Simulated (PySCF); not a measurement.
From one molecule to another.

First species: C5H13NSi3.
InChI=1S/C5H13NSi3/c1-4(7)9-3-8-5(9)2-6/h4-5,9H,3,8H2,1,7H3/t4-,5-,9-/m0/s1

Second species: C6H11PS.
Numbering: `[CH3:1][C:2]1=[CH:3][CH2:4][P@:5]([CH3:6])(=[S:7])[CH2:8]1` (hydrogens: H9, H10, H11 on C1; H12 on C3; H13, H14 on C4; H15, H16, H17 on C6; H18, H19 on C8)

Levels: PBE0/pcSseg-1 for HOMO energy, LUMO energy and HOMO–LUMO gap. Geometries: GFN2-xTB. Each structure is a single optimised conformer of the isolated species, non-relativistic unless stated. Electronic properties by PySCF.

The conformers computed, where there is a choice (atom-mapped SMILES and torsion angles):
- `[CH3:1][C@@H:2]([SiH3:3])[Si@@H:4]1[CH2:5][SiH2:6][C@@H:7]1[C:8]#[N:9]`: C1–C2–Si4–C5 -87°

The conformers of `CC1=CC[P@](C)(=S)C1` aren't listed.

| property | column X | column Y |
| --- | --- | --- |
| HOMO energy | -7.89 eV | -6.34 eV |
| LUMO energy | -0.46 eV | 0.00 eV |
| HOMO–LUMO gap | 7.43 eV | 6.34 eV |

Q: Which column belongs to which species?

A: Column X is the first species and column Y the second. The first has 22 atoms and 92 electrons, the second 19 and 78.

Q: How does each property change from the first species to the second?

A: HOMO energy +1.55 eV; LUMO energy +0.46 eV; HOMO–LUMO gap -1.09 eV.

